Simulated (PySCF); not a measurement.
Radial density of Si³⁺ (silicon, charge +3)

B97-3, [Ne] 3s1, 2S determinant. Calculation: PySCF 2.14, in an uncontracted even-tempered set (20 s from 0.054 bohr⁻², ratio 2.5; 13 p from 0.071 bohr⁻², ratio 2.5; 6 d from 0.47 bohr⁻², ratio 2.7; 5 f from 0.71 bohr⁻², ratio 2.7); scalar relativity by spin-free X2C-1e.

```tsv
r (bohr)	4πr²ρ (e/bohr)	4πr²(ρα − ρβ)
0.00154	0.05811	0.0002
0.00259	0.1551	0.0006
0.00435	0.4065	0.0016
0.00732	1.033	0.0040
0.0123	2.491	0.0097
0.0207	5.486	0.0209
0.0348	10.35	0.0378
0.0586	15.10	0.0472
0.0985	14.78	0.0231
0.166	10.10	0.0023
0.279	11.73	0.1124
0.469	13.75	0.1277
0.789	5.623	0.0129
1.33	1.048	0.5686
2.23	0.4424	0.4394
3.75	0.02284	0.0228
```

Densities and radii are taken from the X2C orbitals without a picture-change correction, which distorts them close to the nucleus.
